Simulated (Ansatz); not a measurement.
Zr(Cl)2(OH)(NH2) (Cl2H3NOZr), SMILES [NH2][Zr]([Cl])([OH])[Cl], multiplicity 1.

Coordinates come from a B3LYP-D3(BJ)/def2-SVP optimisation. The multiplicity is an assumed one; no other spin state was optimised. The structure was generated by enumeration; whether it is a known compound was not checked. The def2 effective core potentials stand for the cores of Zr; spin–orbit coupling is left out. The values are those of a single conformer.

Two levels are set side by side: PBE/def2-SVPD (Ansatz, a first-principles code) and CAM-B3LYP/def2-SVPD (Ansatz). Energy differences of separate SCF runs at the same geometry; the states with an electron removed or added have multiplicity 2 and 2. Differences are taken from unrounded values.

```csv
quantity,CAM-B3LYP
vertical ionisation energy (eV),10.16
vertical singlet–triplet gap (eV),5.02
```

Problem. What does PBE give, and how far is it from CAM-B3LYP? (An estimate is asked for; the answer gives what the named calculation found.)

Solution. 
| quantity | PBE | PBE minus CAM-B3LYP |
|---|---|---|
| vertical ionisation energy (eV) | 9.59 | -0.57 |
| vertical singlet–triplet gap (eV) | 4.76 | -0.26 |
